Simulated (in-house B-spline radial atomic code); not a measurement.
Eu. Computed with a B-spline radial atomic code. Model: non-relativistic spherical atom: semilocal Troullier-Martins pseudo-atom, one channel per l, against all electrons, high spin, G0W0 and RPA with empty states to l = 8, local potential for every l without a channel, a model core (radius 0 = none) keeps its share of the functional.

Without relativity these are model numbers for so heavy an element.

What the tables leave out is listed at the end.

The pseudopotential gives back the lowest level of each angular momentum of its own functional in the configuration it was made in; a second state of the same l is only approximately right. Exact exchange, RPA and GW see the smooth pseudo-orbitals and miss the exchange with the core, for which the functional's share stands in. The column with an uncorrelated core keeps all orbitals and exact exchange, and so separates missing core correlation from pseudisation. Only the three outermost levels and the lowest empty one were computed. RPA here is direct RPA, with no exchange kernel, and its energies carry an (l + 1/2)⁻⁴ tail. A hybrid on a potential with a model core restores only its own semilocal share of the core's exchange.

Command:
```bash
python run_psgw.py task.json out
```
Settings (lengths in bohr, energies in hartree):
```
Z                      63
electrons              63
configuration          [Xe] 4f7 6s2
generated_in           [Xe] 4f7 6s2
functional             pbe,pbe
core_shells            8
radius_factor          1.3
core_correction        False
ion_configuration      [Xe] 4f7 6s1
```

Time taken, with all properties: 2.6 min on 1 thread of Arm Neoverse N1, with other jobs on the host.

Given: made with PBE; model core radius 0 bohr; local radius 1.018 bohr; mean-field start PBE.

Valence shells of the generating configuration: 4d, 5s, 5p, 4f, 6s.

Channel: s 1.721, p 1.867, d 0.743, f 2.576 (radii in bohr).

Computed: largest level miss in the spin-unpolarised generating configuration 0.073 eV; valence RPA correlation energy all-electron orbitals -1.9596 hartree; all-electron RPA polarisability, core included 154.26 bohr³; ionisation by mean-field all-electron 5.3386 eV; ionisation by mean-field pseudo minus all 0.015 eV; ionisation by RPA all-electron 5.726 eV; ionisation by RPA pseudo minus all 0.048 eV.

```json
{"level": "6s down", "occupied": "1", "mean-field all-electron (eV)": "-3.2993", "mean-field pseudo minus all (eV)": "-0.006", "G0W0 all-electron (eV)": "-5.4388", "G0W0 uncorrelated core minus all (eV)": "-0.001", "G0W0 pseudo minus all (eV)": "-0.094", "exchange self-energy all-electron (eV)": "-6.4512", "exchange self-energy pseudo (eV)": "-6.3684"}
```

(1) What is the pseudo-atom RPA polarisability?

(2) What is the valence RPA correlation energy pseudo?

Given: mean-field start PBE0.

Computed: valence RPA correlation energy all-electron orbitals -1.8563 hartree; valence RPA correlation energy pseudo -2.1846 hartree; all-electron RPA polarisability, core included 134.93 bohr³; ionisation by mean-field all-electron 5.2556 eV; ionisation by mean-field pseudo minus all 0.013 eV; ionisation by RPA all-electron 5.6115 eV.

```tsv
level	occupied	mean-field all-electron (eV)	mean-field pseudo minus all (eV)	G0W0 all-electron (eV)	G0W0 uncorrelated core minus all (eV)	G0W0 pseudo minus all (eV)	exchange self-energy all-electron (eV)	exchange self-energy pseudo (eV)
6s down	1	-3.7871	-0.008	-5.5206	-0.001	-0.086	-6.3445	-6.2729
6s up	1	-3.9667	-0.165	-5.7113	-0.002	-0.288	-6.7056	-6.9959
5d up (empty)	0	-1.5001	-0.093	-0.16993	0.007	0.073	-5.8333	-5.7887
```

(3) What is the pseudo-atom RPA polarisability?

(4) What is the ionisation by RPA pseudo minus all?

Given: mean-field start Hartree-Fock.

Computed: valence RPA correlation energy all-electron orbitals -1.625 hartree; valence RPA correlation energy pseudo -1.9457 hartree; all-electron RPA polarisability, core included 115.22 bohr³; pseudo-atom RPA polarisability 109.98 bohr³; ionisation by mean-field all-electron 4.4031 eV; ionisation by RPA pseudo minus all 0.044 eV.

| level | occupied | mean-field all-electron (eV) | mean-field pseudo minus all (eV) | G0W0 all-electron (eV) | G0W0 uncorrelated core minus all (eV) | G0W0 pseudo minus all (eV) | exchange self-energy all-electron (eV) | exchange self-energy pseudo (eV) |
| --- | --- | --- | --- | --- | --- | --- | --- | --- |
| 6s down | 1 | -4.5619 | 0.009 | -5.4517 | 0 | -0.022 | -5.9088 | -5.8182 |
| 6s up | 1 | -4.7473 | -0.271 | -5.6439 | -0.002 | -0.298 | -6.1892 | -6.4935 |
| 4f up | 1 | -19.445 | 4.985 | -16.567 | 0.22 | 2.866 | -64.168 | -38.499 |

(5) What is the ionisation by RPA all-electron?

(6) What is the ionisation by mean-field pseudo minus all?

## Answers

(1) 149.96 bohr³.

(2) -2.2853 hartree.

(3) 130.19 bohr³.

(4) 0.045 eV.

(5) 5.2479 eV.

(6) 0.006 eV.

Among the listed levels the largest G0W0 shift of the pseudo-atom is +2.87 eV, for 4f up on the Hartree-Fock start, while leaving the core uncorrelated moves that level by +0.22 eV. So pseudisation and the lost core exchange, not the missing core correlation, make the error. Not in the tables (levels of low weight, unsolved or above zero; the highest and the empty levels are kept at any weight): on PBE the G0W0 levels 6s up (pseudo minus all -0.27 eV, weights 0.70 and 0.73), 4f up (pseudo minus all +2.14 eV, weights 0.45 and 0.00); on PBE0 the G0W0 levels 4f up (pseudo minus all +1.51 eV, weights 0.70 and 0.47).
